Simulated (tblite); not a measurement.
Isomers of C7H15F. Calculated harmonic vibrations of the isolated species, GFN2-xTB (tblite), most abundant isotopes, no scaling. This tight-binding method is rough: wavenumbers can miss measured ones by several per cent, in bad cases by 10 to 20. One conformer each.

Electronic energies: GFN2-xTB at the same geometries; isomer energies are rough at this level and their order can be wrong.

```json
{"SMILES": "CCC(C)(C)CCF", "electronic energy, lowest = 0 (kJ/mol)": "8.8"}
{"SMILES": "C[C@@H](CF)C(C)(C)C", "electronic energy, lowest = 0 (kJ/mol)": "7.0"}
{"SMILES": "CC(C)C(F)C(C)C", "electronic energy, lowest = 0 (kJ/mol)": "0.0"}
```

Q: How do GFN2-xTB zero-point energies change the relative energies?

A: 
```
             SMILES  ZPE (kJ/mol)  of it from modes above 1550 cm⁻¹  electronic (kJ/mol)  with ZPE, lowest = 0 (kJ/mol)  lowest mode (cm⁻¹)  rings
     CC(C)C(F)C(C)C         542.6                             270.7                  0.0                            0.0                  66      0
C[C@@H](CF)C(C)(C)C         543.0                             271.2                  7.0                            7.3                  67      0
       CCC(C)(C)CCF         543.5                             270.3                  8.8                            9.6                  59      0
```

The zero-point energies span 0.9 kJ/mol, from `CC(C)C(F)C(C)C` to `CCC(C)(C)CCF`. The order is unchanged.

Q: What do entropy and thermal enthalpy add at 298.15 K and 1 bar (rigid rotor, harmonic oscillator, one conformer each)?

A: 
| SMILES | point group | symmetry number | S (J/(mol K)) | H − H(0) (kJ/mol) | ZPE + H − H(0) − TS (kJ/mol) |
| --- | --- | --- | --- | --- | --- |
| CC(C)C(F)C(C)C | C1 | 1 | 407.9 | 29.81 | 450.8 |
| C[C@@H](CF)C(C)(C)C | C1 | 1 | 402.3 | 29.36 | 452.4 |
| CCC(C)(C)CCF | C1 | 1 | 409.5 | 29.57 | 451.0 |
